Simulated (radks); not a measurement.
Q: These are the eigenvalues of the occupied orbitals of an atom or ion with whole-number occupations (Ry). Calculated with a radial shooting solver on a logarithmic mesh with Libxc functionals: Dirac Kohn-Sham, PBE, spin-unpolarised, spherical densities, finite nucleus; Fermi nuclear charge, rms radius of each element as measured or else 0.836 A^(1/3) + 0.57 fm.

1s1/2: -28.27463
2s1/2: -1.36543
2p1/2: -0.52168
2p3/2: -0.52027

Which element is it, and in what charge state? The configuration may be excited. Open shells, if any, fill j = l - 1/2 first.

A: Z = 7, nitrogen, charge 0: N in [He] 2s2 2p3. The list shows which subshells hold electrons but not how many an open one holds; the 1s level, -14.137 hartree, gives Z - s = 5.3 by -(Z - s)^2/2, which with screening and relativity narrows Z to a few neighbours, and the depths of the outer levels then fix element, charge and occupations together.
